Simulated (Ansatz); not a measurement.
Consider the ligand exchange at a B–N bond: `C=NB(F)Cl` + HCl → `FB(Cl)Cl` + `C=N`.

Computed with Ansatz on PBE0-D4/def2-TZVP structures; ΔE is electronic, products minus reactants. CCSD(T)/CBS is the MP2 limit (def2-TZVPP, def2-QZVPP) plus CCSD(T) − MP2 in def2-TZVPP, frozen cores. This one scheme is used for every species. DFT in def2-TZVPP. HSE06 is defined as in plane-wave codes. Each species was taken in one conformer, which may not be the lowest.

```json
{"level": "HSE06-D4", "ΔE (eV)": "-0.02"}
{"level": "SCS-MP2/def2-QZVPP", "ΔE (eV)": "-0.07"}
```

Question: What does CCSD(T)/CBS give? (An estimate is asked.)

Answer: Computed: -0.06 eV. The listed levels differ from it by 0.04, -0.01 eV.

Question: What do rigid-rotor, harmonic-oscillator terms from PBE0-D4/def2-TZVP frequencies (298.15 K, 1 bar) make of the CCSD(T)/CBS value? (Estimate.)

Answer: Computed: ΔZPE = +0.09 eV, ΔH = +0.01 eV, ΔS = 10 J/(mol·K), ΔG = -0.02 eV.

Largest T1 diagnostic among the species: 0.013.

In def2-TZVPP, CCSD(T) changes the Hartree–Fock value by −0.04 eV (the triples alone add −0.01 eV) and MP2 by −0.05 eV. Leaving LDA and LC-ωPBE aside and taking each functional with its dispersion term where it has one, the values, not all of them listed here, spread over 0.10 eV, from PBE-QIDH to CAM-B3LYP-D4. LDA lies +0.11 eV from PBE without D4.
